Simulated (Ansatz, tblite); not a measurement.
Removing an electron: Al5Ru2⁻ (the lowest singlet isomer of a short search). Charge -1, multiplicity 1. Geometry: PBE-D4/def2-SVPD. Ansatz, gas phase; energy differences of separate SCF runs; the oxidised species was run as a doublet alone.

```xyz
7

Ru   -0.563    0.152   -0.632
Ru    1.025   -0.176    2.384
Al   -0.019    1.516   -2.450
Al   -1.067   -1.514   -2.192
Al    0.035    1.630    1.263
Al   -0.953   -1.061    1.489
Al    1.541   -0.548    0.139
```

In the def2 sets Ru takes a core potential; there is no spin–orbit coupling. The xTB rows come from tblite. HOMO above LUMO, or a gap near zero within one spin, warns that the state may not be the lowest or that an electron is smeared out. The structure comes from a short search, and lower isomers may exist.

| level | −HOMO (eV) | vertical IE (eV) | −LUMO (eV) | HOMO–LUMO gap (eV) | remarks |
| --- | --- | --- | --- | --- | --- |
| GFN1-xTB | 2.30 | 4.47 | 1.86 | 0.44 | – |
| r2SCAN-D4/def2-TZVPD | 0.66 | 2.28 | -0.47 | 1.14 | spin-contaminated (⟨S²⟩ 0.85) (doublet) |

Estimate the rows for GFN2-xTB, PBE-D4/def2-TZVPD.


```csv
level,−HOMO (eV),vertical IE (eV),−LUMO (eV),HOMO–LUMO gap (eV),remarks
GFN2-xTB,2.22,4.50,2.12,0.10,–
PBE-D4/def2-TZVPD,0.58,2.36,-0.43,1.02,gap within one spin near zero (doublet)
```

Run but left out: PBE0-D4/def2-TZVPD (singlet: restricted singlet, unstable towards broken spin symmetry).  Raw xTB energy differences between charge states are shifted by several eV; the methods need an empirical correction for them.
